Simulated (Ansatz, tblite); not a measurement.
Removing an electron: the cluster Sb4⁻ (the lowest doublet isomer of a short search). Total charge -1; doublet. Geometry: PBE0-D4/def2-SVPD. Ansatz, gas phase; energy differences of separate SCF runs; the oxidised species is a singlet (the triplet lies 0.70 eV higher at PBE0-D4/def2-TZVPD).

```xyz
4

Sb   -1.272   -0.658    0.826
Sb    1.313   -1.434   -0.050
Sb   -0.835    0.855   -1.533
Sb    0.795    1.236    0.758
```

In the def2 sets Sb takes a core potential; there is no spin–orbit coupling. The xTB rows come from tblite. Correlated methods freeze 16 core orbitals; core or outer-core shells of Sb are correlated, in sets that lack core-valence functions. The rows differ in basis, and correlated rows in double-zeta sets carry the largest basis error. The structure comes from a short search, and lower isomers may exist.

Question: Estimate orbital energies and vertical ionisation energies at: GFN1-xTB; GFN2-xTB; PBE-D4/def2-TZVPD; r2SCAN-D4/def2-TZVPD; PBE0-D4/def2-TZVPD; MP2/def2-SVPD; CCSD/def2-SVPD; CCSD(T)/def2-SVPD.

Answer: 
```csv
level,−HOMO (eV),vertical IE (eV),−LUMO (eV),HOMO–LUMO gap (eV),remarks
GFN1-xTB,–,3.45,–,–,–
GFN2-xTB,–,4.94,–,–,–
PBE-D4/def2-TZVPD,-0.64,1.44,-1.25,0.61,"HOMO above zero (-1 doublet), restricted SCF unstable in HF (singlet)"
r2SCAN-D4/def2-TZVPD,-0.42,1.57,-1.49,1.06,"HOMO above zero (-1 doublet), restricted SCF unstable in HF (singlet)"
PBE0-D4/def2-TZVPD,0.17,1.59,-1.86,2.03,restricted SCF unstable in HF (singlet)
MP2/def2-SVPD,–,1.15,–,–,restricted SCF unstable (singlet)
CCSD/def2-SVPD,–,1.29,–,–,restricted SCF unstable (singlet)
CCSD(T)/def2-SVPD,–,1.23,–,–,restricted SCF unstable (singlet)
```

Run but left out: HF/def2-SVPD (neutral singlet: restricted singlet, unstable towards broken spin symmetry).  A HOMO above zero means that the electron is unbound at that level or that self-interaction error raises the level; the energy of removing that electron tells which. HOMO and LUMO are the levels of the spin that leaves or enters (xTB has no such levels and no spin-polarisation term). Other spin states of the ions may lie lower, which would lower the ionisation energy or raise the affinity. Raw xTB energy differences between charge states are shifted by several eV; the methods need an empirical correction for them.
